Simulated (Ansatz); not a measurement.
```yaml
crystal:
  periodic: [false, false, false]
  atoms:
    - {symbol: O, position_ang: [-1.640450, -0.946524, -2.190166]}
    - {symbol: C, position_ang: [-0.659918, -0.454692, -1.879234]}
    - {symbol: Fe, position_ang: [0.897220, 0.322807, -1.433918]}
    - {symbol: C, position_ang: [0.436451, 1.736165, -2.374431]}
    - {symbol: O, position_ang: [0.183868, 2.604079, -3.079757]}
    - {symbol: C, position_ang: [2.480252, 1.107671, -1.052194]}
    - {symbol: O, position_ang: [3.478290, 1.601574, -0.823360]}
    - {symbol: C, position_ang: [1.755815, -1.030256, -2.159417]}
    - {symbol: O, position_ang: [2.309800, -1.853908, -2.733259]}
    - {symbol: O, position_ang: [0.477065, 0.286713, 0.666081]}
    - {symbol: C, position_ang: [0.403836, -0.959579, 1.363390]}
    - {symbol: C, position_ang: [-1.084631, -1.271818, 1.472696]}
    - {symbol: C, position_ang: [-1.759229, 0.110778, 1.367759]}
    - {symbol: C, position_ang: [-0.589616, 1.075375, 1.200199]}
    - {symbol: H, position_ang: [0.856485, -0.822632, 2.352966]}
    - {symbol: H, position_ang: [0.982942, -1.688822, 0.801834]}
    - {symbol: H, position_ang: [-1.405789, -1.920783, 0.657649]}
    - {symbol: H, position_ang: [-1.314116, -1.780300, 2.409439]}
    - {symbol: H, position_ang: [-2.349781, 0.356612, 2.250663]}
    - {symbol: H, position_ang: [-2.423762, 0.151662, 0.504513]}
    - {symbol: H, position_ang: [-0.771404, 1.897424, 0.511976]}
    - {symbol: H, position_ang: [-0.263348, 1.478445, 2.166550]}
basis:
  gaussian: {orbitals: aug-pcseg-2, fitting: {mean_field: cc-pVTZ-jkfit}, final_grid: {core_spheres: 20, valence_spheres: 16, degree: 47}}
total_charge: -1
magnetization: {spin_polarized: true, initial_magnetization: 1}
hamiltonian: {xc: {name: SPW92}}
accuracy: high
output: {forces: true}
```

```sh
$ ansatz run in.yaml --threads 11 --pin off --events-out ev --progress --plain --max-ram 110592MiB --backend cuda --devices 0, --max-vram 75GiB
```

It prints (some lines left out):

```
Functional definition: SPW92
Error: <dir> the basis set cc-pVTZ-JKFIT has no functions for Fe
```

It took 0.95 s on 11 threads of an AMD EPYC 7R13 on a shared host and a whole NVIDIA H100 80 GB, with 0.75 GiB of host memory at the peak.
